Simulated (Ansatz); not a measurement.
Species: Cl₂Ga, SMILES `[Cl][Ga][Cl]` (charge 0, multiplicity 2).

Question: Give a relaxed geometry from B3LYP-D3(BJ)/def2-TZVP (Ansatz, an electronic-structure program).

Answer: the end point of this relaxation (outside a Z-matrix the atoms follow the SMILES, hydrogens last).
Cartesian coordinates (Å) in one orientation:
```xyz
3

Cl     1.892    -0.323     0.000
Ga    -0.018     0.738     0.000
Cl    -1.874    -0.415     0.000
```
